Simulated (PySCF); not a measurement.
B (boron, neutral): UHF calculation

Configuration: [He] 2s2 2p1, 2P determinant. Computed with PySCF 2.14 in Sapporo-DZP-2012, with scalar relativity by spin-free X2C-1e.

| Quantity | Value |
| --- | --- |
| Total energy | -24.534840 hartree |
| One-electron energy | -32.3742 hartree |
| Hartree (Coulomb) energy | 11.6109 hartree |
| Exchange energy | -3.7715 hartree |
| ⟨S²⟩ | 0.7595 |
| ⟨L²⟩ | 2.026 |
| Sum of ⟨r⟩ | 6.786 bohr |
| Sum of ⟨r²⟩ | 15.64 bohr² |
| Traceless quadrupole moment −½Σ⟨3z² − r²⟩ along its main axis | -2.42 e·bohr² |
| Langevin diamagnetic susceptibility | -12.4 ×10⁻⁶ cm³/mol |
| Time after the integrals | 0.06 s of wall time on 1 thread of Neoverse-V1 (shared host) |

```
shell  electrons  mean orbital energy (hartree)  rms radius, mean of both spins (bohr)
 1s α          1                       -7.70161                                  0.379
 1s β          1                       -7.68672                                  0.379
 2s α          1                       -0.54424                                   2.17
 2s β          1                       -0.44607                                   2.17
 2p α          1                       -0.31680                                   2.44
```
